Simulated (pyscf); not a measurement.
`[CH2][CH]1[CH2][CH2]1`, doublet

Gas-phase minimum from PySCF at ωB97X-D3(BJ)/def2-SVP, one conformer. cyclic C₄H₇ (SMILES [CH2]C1CC1) [doublet] lies 19.6 kcal/mol over its isomer •H₂C–CH=CH–CH₃, and others may lie lower still (electronic energy, ωB97M-D3(BJ)). 

```xyz
11

C     -1.2033     0.0760     1.1226
C     -0.4403    -0.6988     0.1436
C     -0.9097    -0.7908    -1.3023
C      0.3126     0.0039    -0.9783
H     -1.7186     0.9919     0.8182
H     -1.2730    -0.2408     2.1652
H      0.0422    -1.6006     0.5348
H     -0.7910    -1.7516    -1.8121
H     -1.8261    -0.2509    -1.5599
H      1.2901    -0.3985    -1.2606
H      0.2451     1.0956    -1.0108
```
Charge 0, spin multiplicity 2.

Bonds (Å): C1–C2 1.463, C1–H5 1.094, C1–H6 1.092, C2–C3 1.523, C2–C4 1.523, C2–H7 1.095, C3–C4 1.493, C3–H8 1.094, C3–H9 1.094, C4–H10 1.094, C4–H11 1.094. Angles (°): C2–C1–H5 120.2, C2–C1–H6 121.2, H5–C1–H6 118.6, C1–C2–C3 120.4, C1–C2–C4 120.4, C1–C2–H7 115.3, C3–C2–C4 58.7, C3–C2–H7 115.2, C4–C2–H7 115.2, C2–C3–C4 60.6, C2–C3–H8 117.5, C2–C3–H9 116.9, C4–C3–H8 118.7, C4–C3–H9 118.3 (the first ones only).

Properties at ωB97X-D3(BJ)/def2-SVP:

```yaml
harmonic_wavenumbers_unscaled: 161, 334, 376, 475, 785, 823, 837, 891, 927, 1036, 1074, 1080, 1127, 1194, 1217, 1236, 1385, 1445, 1475, 1509, 3154, 3161, 3175, 3191, 3250, 3260, 3295 cm⁻¹
zero_point_energy: 59.9 kcal/mol
rotational_symmetry_number: 1
Entropy of this conformer at 298 K and 1 atm, rigid rotor and harmonic oscillator, modes under 100 cm⁻¹ raised to 100: 292.5 J/(mol K)
dipole_moment: 0.38 D
Spin expectation value S2: 0.755
```

Single-point totals, which compare only within one level:

```json
[
 {"level": "ωB97X-D3(BJ)/def2-TZVP", "total energy (hartree)": "-156.68793"},
 {"level": "PBE/def2-TZVP", "total energy (hartree)": "-156.37989"},
 {"level": "r²SCAN/def2-TZVP", "total energy (hartree)": "-156.50391"},
 {"level": "B3LYP-D3(BJ)/def2-TZVP", "total energy (hartree)": "-156.61879"},
 {"level": "PBE0-D3(BJ)/def2-TZVP", "total energy (hartree)": "-156.41287"},
 {"level": "M06-2X/def2-TZVP", "total energy (hartree)": "-156.52063"},
 {"level": "ωB97M-D3(BJ)/def2-TZVP", "total energy (hartree)": "-156.64046"}
]
```

Soft torsions are taken as harmonic, which can shift the entropy by several J/(mol K).
